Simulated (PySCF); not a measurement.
Species: sum formula H$_{3}$BO$_{2}$Cl (charge +1, singlet). It need not be the lowest isomer of its formula. SMILES: OB([OH2+])Cl
Geometry from a B3LYP-D3(BJ)/def2-TZVP (Ansatz) optimisation:
```
B
O 1 1.3138
H 2 0.9669 1 120.07
O 1 1.4889 2 109.73 3 180.00
H 4 0.9735 1 123.26 2 -180.00
H 4 0.9761 5 115.55 1 -180.00
Cl 1 1.7089 2 135.07 3 0.00
```
Charge +1, spin multiplicity 1.

Dispersion corrections to the total energy (kcal/mol) from the dftd3 and dftd4 libraries through PySCF: D3(BJ) without and D4 with the three-body term, each with the damping fitted for the functional named.

| functional | D3(BJ) | D4 |
|---|---|---|
| TPSS | -3.27 | -3.06 |
| B3LYP | -4.56 | -3.66 |
| PBE | ? | -2.25 |
| r2SCAN | ? | -0.52 |
| BP86 | -4.12 | -2.96 |
| PW6B95 | -1.27 | -2.01 |
| TPSSh | -2.99 | ? |

**Question.** What belongs in the gaps?

**Answer.** 
- PBE, D3(BJ): -2.60
- r2SCAN, D3(BJ): -0.69
- TPSSh, D4: -2.76
